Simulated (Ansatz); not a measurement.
A structure relaxed at PBE-D4/def2-SVP in Ansatz, charge 0, doublet:

```xyz
14

Li    0.218    0.361    0.167
Li   -0.212   -2.180    0.448
Li   -1.356    1.733   -0.835
Li    1.715    0.039    1.733
Li   -0.954   -3.997   -1.949
Li    1.512    1.507   -1.178
Li    0.482    2.568    1.262
Li   -0.382   -0.952   -1.987
Li   -1.156    0.288    2.029
O     0.139   -0.854    1.599
O    -0.549   -2.570   -1.258
O    -0.086    0.780   -1.640
O     1.749    1.497    0.633
O    -1.120    1.780    0.976
```

(1) Give its formula and point group.

(2) Summarise the bond lengths by kind (pairs closer than 1.2 times the sum of covalent radii, bridged metal pairs left out).

## Answers

(1) Li₉O₅. Point group Cs (tolerance 0.1 Å).

(2) 19 × Li–O 1.64 to 2.11 Å.

The gap within one spin of the charge 0 doublet nearly closes, so an electron or hole may be smeared out by delocalisation error. The relaxation made no stability test and no search for a lower SCF solution. Another isomer (doublet) lies 0.64 eV lower at PBE0-D4/def2-TZVP; other spin states weren't run for this one.
